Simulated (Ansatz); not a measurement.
Molecule: dimethoxy(dimethyl)silane, C4H12O2Si, net charge 0, singlet state. SMILES: CO[Si](C)(C)OC
Coordinates optimised at B3LYP-D3(BJ)/def2-TZVP (Ansatz, a program for electronic structure):
```
Si
O 1 1.6401
C 2 1.4171 1 124.63
H 3 1.0901 2 108.13 1 -176.23
H 3 1.0930 4 108.91 2 -120.90
H 3 1.0949 4 108.45 5 -118.24
O 1 1.6519 2 106.13 3 55.30
C 7 1.4124 1 125.53 2 -172.85
H 8 1.0904 7 108.36 1 179.44
H 8 1.0950 9 108.38 7 121.32
H 8 1.0954 9 108.26 10 117.48
C 1 1.8594 2 106.66 3 174.31
H 12 1.0914 1 110.55 2 -57.19
H 12 1.0919 13 108.12 1 -121.71
H 12 1.0927 13 108.13 14 -116.39
C 1 1.8698 2 111.41 3 -63.53
H 16 1.0922 1 110.69 2 -58.84
H 16 1.0923 17 107.95 1 -122.22
H 16 1.0928 17 107.51 18 -115.80
```
Charge 0, spin multiplicity 1.

Computed values are from Ansatz. Cores are frozen in the correlated levels unless marked. UHF or UKS for open shells. No spin-orbit coupling. Non-relativistic. CBS marks a two-point X^-3 extrapolation of the correlation energy; Hartree-Fock from the larger set. [CCSD(T)-MP2]/basis is that difference in the basis named.

Question: What is the total energy at RI-MP2/CBS(cc-pV(T+d)Z,cc-pV(Q+d)Z)+[CCSD(T)-MP2]/cc-pV(D+d)Z?

Answer: -598.9543 Eh.

Question: What is the dipole moment at wB97M-V/def2-TZVPD?

Answer: 1.52 D.

Question: What is the T1 diagnostic at CCSD/aug-cc-pV(D+d)Z?

Answer: 0.012.

Question: What is the atomisation energy De at RI-MP2/CBS(cc-pV(T+d)Z,cc-pV(Q+d)Z)+[CCSD(T)-MP2]/cc-pV(D+d)Z?

Answer: 1786.1 kcal/mol.
